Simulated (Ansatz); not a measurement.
Isolated molecules relaxed with PBE0-D4/def2-TZVP in Ansatz; ΔE leaves out vibrations. CBS: MP2 limit from def2 TZ/QZ plus the TZ coupled-cluster correction, frozen cores. Functionals use def2-TZVPP. def2 core potentials past Kr. For Ge, Te outer-core shells are correlated without core-valence functions, which leaves a few kJ/mol of doubt a bond. Scalar relativity is left out up to krypton. One conformer a species, not always the lowest.

Reaction (redistribution): `[CH3][AlH][TeH]` + `[SiH3][CH2][GeH2][SH]` → `[SiH3][CH2][AlH][TeH]` + `[CH3][GeH2][SH]`

(1) Is it downhill or uphill in electronic energy at CCSD(T)/CBS, and by how much? (Best estimate.)

(2) What do these levels give: PBE-D4, SCS-MP2/def2-TZVPP, CCSD(T)/def2-TZVPP, MP2/def2-QZVPP, HF/CBS(def2), CCSD/CBS(def2)? (An estimate is asked.)

Largest T1 diagnostic among the species: 0.011.

Results:

(1) The calculation gave: Downhill: ΔE = -0.09 eV.

(2) The calculation gave: PBE-D4 -0.09, SCS-MP2/def2-TZVPP -0.09, CCSD(T)/def2-TZVPP -0.09, MP2/def2-QZVPP -0.09, HF/CBS(def2) -0.11, CCSD/CBS(def2) -0.09 eV.
